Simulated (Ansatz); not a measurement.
Geometry optimisation, RKS B3LYP/def2-SVP in Ansatz.

Input file:

```yaml
crystal:
  periodic: [false, false, false]
  atoms:
    - { symbol: B, position_ang: [-0.9983, 0.509, -0.9728] }
    - { symbol: Sn, position_ang: [0.7001, 0.1284, 0.308] }
    - { symbol: O, position_ang: [0.6559, -1.7775, 0.8192] }
    - { symbol: H, position_ang: [-1.1045, -0.0129, -2.0099] }
    - { symbol: H, position_ang: [-1.8462, 1.3471, -0.6677] }
    - { symbol: H, position_ang: [0.6212, 1.1464, 1.7426] }
    - { symbol: H, position_ang: [2.2034, 0.4868, -0.565] }
    - { symbol: H, position_ang: [-0.1393, -1.8845, 1.2897] }
basis:
  gaussian: { orbitals: def2-SVP }
hamiltonian:
  xc: b3lyp
relax:
  f_tol: 0.015
  max_steps: 40
```

Run as:

```bash
$ ansatz run input.yaml --threads 1 --pin off --max-ram 2048MiB --backend cpu --events-out ev --progress --plain --runs-dir out
```

Task: Where does it end, and by what steps?

Result: The run converged. The force dipped under the threshold on the way, but the program's further checks kept it going. After 17 steps the energy has fallen by 0.317 eV; H5 moved furthest, 1.05 Å.

```tsv
step	energy less start (eV)	largest force component (eV/Å)	accepted
0	0.0000	1.867	yes
1	-0.2374	0.441	yes
2	-0.2664	0.252	yes
3	-0.2772	0.195	yes
4	-0.2925	0.097	yes
5	-0.2856	0.613	no
6	-0.2984	0.074	yes
7	-0.3021	0.148	yes
8	-0.2976	0.416	no
9	-0.3061	0.078	yes
10	-0.3089	0.054	yes
11	-0.3113	0.118	yes
12	-0.3119	0.172	yes
13	-0.3143	0.074	yes
14	-0.3161	0.014	yes
15	-0.3162	0.144	yes
16	-0.3166	0.088	yes
17	-0.3172	0.012	yes
```

```xyz
8
Properties=species:S:1:pos:R:3
B -1.092 0.596 -1.032
Sn 0.645 0.208 0.376
O 0.926 -1.751 0.741
H -1.853 -0.279 -1.355
H -1.266 1.706 -1.468
H 0.434 1.005 1.900
H 2.175 0.639 -0.281
H 0.122 -2.181 1.062
```

Whether the end is a true minimum wasn't checked by a vibrational analysis.

Run time: 64 s on 1 thread of Arm Neoverse V1, with other jobs on the host, peak memory 0.15 GiB.
